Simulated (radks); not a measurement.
Results of a calculation; reference values are marked as such.
Excited configurations of Pt+: one electron is placed in a higher orbital outside [Xe] 4f14 5d8. The ground configuration is [Xe] 4f14 5d9. Code: a radial shooting solver on a logarithmic mesh with Libxc functionals. Model: scalar-relativistic Kohn-Sham, r2SCAN, spin-polarised, spherical densities, finite nucleus; open shells are filled with parallel spins first (spin-orbit coupling, left out, can overturn this in heavy ions); meta-GGA in the generalised Kohn-Sham scheme; Fermi nuclear charge, rms radius 5.427 fm. Excitation = E - E(ground); binding = E(ion) - E, where the ion is the core of charge +2; n* = 2/sqrt(2 binding) in atomic units, and the quantum defect is n - n*.

outer orbital	excitation (eV)	binding (eV)	n*	quantum defect	<r> (bohr)
5f	15.943	3.461	3.965	1.035	8.661
6s	0.905	18.499	1.715	4.285	2.575
6p	8.225	11.179	2.206	3.794	3.467
6d	13.885	5.520	3.140	2.860	6.056
6f	17.082	2.322	4.841	1.159	14.85
7s	12.364	7.040	2.780	4.220	6.066
7p	14.162	5.242	3.222	3.778	7.652
7d	16.160	3.244	4.096	2.904	11.48

The Delta-SCF ionisation energy is 19.404 eV (NIST Atomic Spectra Database: 18.6 eV, measured). Self-interaction in the functional shifts the binding energies and quantum defects, so they are the method's values and not measured ones. Open shells are spherical and high-spin; term and fine-structure splittings are not resolved. Spin-orbit splitting is averaged out at the scalar-relativistic level.
